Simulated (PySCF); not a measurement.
Job file and geometry (Å, from GFN2-xTB) of an NMR shielding run on SMILES C#CC[P@](=O)(C=C)CCC, C8H13OP, GIAO PBE0/pcSseg-1 NMR shielding, non-relativistic, gas phase in PySCF; density fitting, a coarse starting grid and PySCF grid level 2 are the driver's defaults:

```
$ OMP_NUM_THREADS=1 python probes_run.py task.json out

{"job": {"kind": "nmr", "xc": "PBE0", "basis": "pcSseg-1"}, "charge": 0, "multiplicity": 1}
C      2.572411    -1.816525    -0.507657
C      2.115321    -0.760186    -0.837547
C      1.531887     0.505346    -1.191332
P      0.296009     1.089032     0.060274
O     -0.368682     2.332339    -0.347491
C      1.260680     1.202692     1.592837
C      1.286668     2.348381     2.250326
C     -0.844258    -0.331141     0.331853
C     -1.692742    -0.554369    -0.913606
C     -2.766866    -1.610300    -0.684687
H      2.987402    -2.740508    -0.235252
H      2.295980     1.287237    -1.257516
H      1.013277     0.450384    -2.153812
H      1.798590     0.323157     1.915003
H      0.732013     3.192575     1.870857
H      1.841761     2.492583     3.163538
H     -1.479938    -0.060728     1.180213
H     -0.273791    -1.224090     0.589658
H     -1.048851    -0.868737    -1.738861
H     -2.155952     0.394987    -1.193527
H     -2.313792    -2.561266    -0.410578
H     -3.438157    -1.306611     0.115646
H     -3.353721    -1.757269    -1.588260
```

Question: Write the output of this run.

Answer: 
```
coarse grid: 19464 points
cycle   1  E = -728.2632719501  dE =  1.437e+00  |g| = 9.846e-01  |ddm| = 4.482e+00
cycle   2  E = -727.7155933199  dE =  5.477e-01  |g| = 1.910e+00  |ddm| = 3.692e+00
cycle   3  E = -728.4435698544  dE = -7.280e-01  |g| = 2.801e-01  |ddm| = 2.966e+00
cycle   4  E = -728.4610865174  dE = -1.752e-02  |g| = 8.702e-02  |ddm| = 3.514e-01
cycle   5  E = -728.4622735652  dE = -1.187e-03  |g| = 5.342e-02  |ddm| = 9.393e-02
cycle   6  E = -728.4629421620  dE = -6.686e-04  |g| = 1.079e-02  |ddm| = 4.174e-02
cycle   7  E = -728.4629677461  dE = -2.558e-05  |g| = 4.184e-03  |ddm| = 1.203e-02
cycle   8  E = -728.4629718605  dE = -4.114e-06  |g| = 1.155e-03  |ddm| = 3.675e-03
final grid: 182640 points
cycle   9  E = -728.5367185796  dE = -4.237e-05  |g| = 1.247e-02  |ddm| = 5.266e-02
cycle  10  E = -728.5366783946  dE =  4.018e-05  |g| = 1.882e-02  |ddm| = 2.975e-02
cycle  11  E = -728.5367526452  dE = -7.425e-05  |g| = 3.496e-03  |ddm| = 2.072e-02
cycle  12  E = -728.5367550291  dE = -2.384e-06  |g| = 4.455e-04  |ddm| = 3.377e-03
cycle  13  E = -728.5367550613  dE = -3.220e-08  |g| = 2.765e-04  |ddm| = 5.945e-04
cycle  14  E = -728.5367550794  dE = -1.811e-08  |g| = 6.930e-05  |ddm| = 2.247e-04
cycle  15  E = -728.5367550805  dE = -1.036e-09  |g| = 2.340e-05  |ddm| = 6.929e-05
cycle  16  E = -728.5367550806  dE = -1.269e-10  |g| = 6.979e-06  |ddm| = 2.362e-05
converged SCF energy = -728.5367550806

GIAO shielding tensors (ppm)
atom      isotropic    diamagn.    paramagn.     s11        s22        s33       span
  0 C      108.368     259.698    -151.330     36.089     38.259    250.757    214.667
  1 C      103.653     266.039    -162.386      6.619     11.399    292.942    286.324
  2 C      163.867     257.388     -93.521    142.190    162.585    186.826     44.636
  3 P      310.044     967.114    -657.070    225.848    239.777    464.507    238.658
  4 O      255.724     395.777    -140.053    137.832    293.476    335.865    198.034
  5 C       45.521     266.095    -220.574    -73.740     51.035    159.268    233.009
  6 C       44.771     252.593    -207.822    -82.128     37.049    179.393    261.521
  7 C      152.732     261.107    -108.374    136.489    145.738    175.970     39.482
  8 C      168.674     250.087     -81.413    162.221    170.713    173.088     10.867
  9 C      168.682     244.956     -76.274    156.664    161.437    187.945     31.281
 10 H       30.183      35.409      -5.226     24.875     25.100     40.574     15.698
 11 H       29.078      28.722       0.356     24.853     27.948     34.433      9.581
 12 H       28.776      31.390      -2.614     25.830     27.370     33.128      7.298
 13 H       24.761      34.218      -9.457     21.367     23.811     29.104      7.736
 14 H       24.924      30.874      -5.949     20.538     23.671     30.564     10.026
 15 H       25.116      27.806      -2.690     21.804     24.852     28.690      6.886
 16 H       30.402      35.660      -5.257     26.014     30.487     34.706      8.691
 17 H       29.537      37.033      -7.496     25.772     29.465     33.374      7.601
 18 H       30.365      33.821      -3.457     24.506     31.516     35.072     10.566
 19 H       29.666      32.637      -2.970     23.597     30.809     34.593     10.996
 20 H       30.698      29.628       1.070     26.188     29.321     36.586     10.398
 21 H       30.731      28.967       1.765     26.381     28.799     37.015     10.633
 22 H       30.250      27.184       3.066     25.369     27.316     38.067     12.698
```

Question: Turn these shieldings into chemical shifts. δ = σ(ref) − σ, references computed at the same level: 13C (186.93 ppm) and 1H (31.72 ppm) vs TMS; 31P (318.38 ppm) against H3PO4; 17O (336.08 ppm) against H2O.

Answer: Averaging equivalent atoms: C 6: 142.2; C 5: 141.4; C 1: 83.3; C 0: 78.6; C 7: 34.2; C 2: 23.1; C 8: 18.3; C 9: 18.2; P 3: 8.3; O 4: 80.4; H 13: 6.96; H 14: 6.79; H 15: 6.60; H 12: 2.94; H 11: 2.64; H 17: 2.18; H 19: 2.05; H 10: 1.53; H 18: 1.35; H 16: 1.31; H 20/21/22: 1.16 ppm. Experimental scales use liquid or dissolved standards, which lie at an offset from isolated H2O (liquid H2O: subtract about 36 ppm) and H3PO4.

Size and cost of the density-fitted run: 242 basis functions, 56 s wall time on 1 thread of an Arm Neoverse V1, shared host; peak memory 1 GiB.
